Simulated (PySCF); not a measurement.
A PySCF script (with the pyscf-properties extension) for the NMR shieldings of `C=C[Si]1(CC)CSC1`, C₆H₁₂SSi, on a GFN2-xTB geometry:

```python
import basis_set_exchange as bse
import numpy as np
from pyscf import gto, dft
from pyscf.prop import nmr

atoms = """
C    -0.977809    2.430226    0.106665
C    -0.998579    1.365628   -0.680730
Si   -0.362853   -0.337580   -0.180033
C     0.927976   -0.312559    1.218052
C     2.132092    0.559681    0.878952
C     0.104507   -1.411673   -1.701248
S    -1.311973   -2.553791   -1.448297
C    -1.772981   -1.618470    0.061959
H    -1.353234    3.391718   -0.208300
H    -0.582313    2.388144    1.108228
H    -1.414640    1.471874   -1.675666
H     1.269817   -1.325738    1.435764
H     0.462082    0.058868    2.131341
H     2.629987    0.196364   -0.016489
H     2.852713    0.557795    1.694490
H     1.822786    1.585678    0.697475
H     0.031552   -0.947181   -2.680610
H     1.036058   -1.968436   -1.646856
H    -1.709323   -2.268632    0.930100
H    -2.791013   -1.251236   -0.027834
"""
names = dict.fromkeys(["C", "Si", "S", "H"], "pcSseg-1")
basis = {el: gto.basis.parse(bse.get_basis(n, elements=[el], fmt="nwchem")) for el, n in names.items()}
mol = gto.M(atom=atoms, basis=basis, charge=0, verbose=0)
mf = dft.RKS(mol, xc="PBE0")
mf.grids.level = 2
mf.grids.alignment = dft.numint.BLKSIZE   # the property module wants whole blocks of grid points
mf.conv_tol = 1e-9
mf.kernel()

calc = nmr.RKS(mf)   # GIAO
C = mf.mo_coeff
Co = C[:, mf.mo_occ > 0]
resp = mf.gen_response(singlet=True, hermi=2)
def vind(x):   # induced exchange potential for any number of trial vectors
    d = np.einsum("pi,xij,qj->xpq", C, 2 * x.reshape(-1, C.shape[1], Co.shape[1]), Co, optimize=True)
    return np.einsum("xpq,pi,qj->xij", resp(d - d.transpose(0, 2, 1)), C, Co, optimize=True).ravel()
mo1, _ = nmr.rhf.solve_mo1(calc, with_cphf=vind)
sigma = calc.kernel(mo1)
for i, s in enumerate(sigma):   # ppm
    w = np.linalg.eigvalsh((s + s.T) / 2)
    print("%2d %-2s iso %8.1f  s11 %8.1f  s22 %8.1f  s33 %8.1f" % (i, mol.atom_pure_symbol(i), w.mean(), *w))
```

Question: What are the results?

Answer: 
```
 0 C  iso     44.6  s11    -78.8  s22     45.0  s33    167.6
 1 C  iso     43.0  s11    -77.5  s22     37.1  s33    169.3
 2 Si iso    335.0  s11    306.7  s22    347.0  s33    351.4
 3 C  iso    176.4  s11    168.0  s22    171.8  s33    189.5
 4 C  iso    179.2  s11    172.2  s22    178.2  s33    187.2
 5 C  iso    165.2  s11    141.1  s22    163.5  s33    190.9
 6 S  iso    561.0  s11    337.0  s22    469.8  s33    876.2
 7 C  iso    164.4  s11    138.5  s22    163.7  s33    190.9
 8 H  iso     25.2  s11     22.4  s22     24.4  s33     28.9
 9 H  iso     25.7  s11     21.8  s22     24.8  s33     30.6
10 H  iso     24.8  s11     22.6  s22     24.2  s33     27.8
11 H  iso     30.4  s11     25.8  s22     29.0  s33     36.3
12 H  iso     30.8  s11     27.2  s22     28.6  s33     36.5
13 H  iso     30.9  s11     26.1  s22     29.9  s33     36.6
14 H  iso     30.5  s11     25.3  s22     27.6  s33     38.5
15 H  iso     30.8  s11     25.0  s22     30.7  s33     36.7
16 H  iso     29.2  s11     25.0  s22     27.5  s33     35.3
17 H  iso     29.1  s11     25.4  s22     27.3  s33     34.6
18 H  iso     29.2  s11     25.6  s22     27.1  s33     34.9
19 H  iso     29.3  s11     25.4  s22     27.3  s33     35.3
```

These numbers come from an equivalent density-fitted implementation of the same equations, which agrees with the script to about 0.01 ppm for H and up to a few tenths of a ppm for heavy atoms, so last digits may differ.

Question: Turn these shieldings into chemical shifts. Referencing at the same level of theory: TMS for 13C (186.93 ppm) and 29Si (349.16 ppm) and 1H (31.72 ppm); 33S (503.73 ppm) vs CS2.

Answer: Averaging equivalent atoms: C 1: 143.9; C 0: 142.3; C 5/7: 22.2; C 3: 10.5; C 4: 7.7; Si 2: 14.1; S 6: -57; H 10: 6.87; H 8: 6.50; H 9: 6.00; H 17/18: 2.55; H 16/19: 2.44; H 11/12: 1.15; H 13/14/15: 0.99 ppm. 

Size and cost of the density-fitted run: 210 basis functions, 76 s wall time on 1 thread of an Arm Neoverse N1, shared host; peak memory 1 GiB.
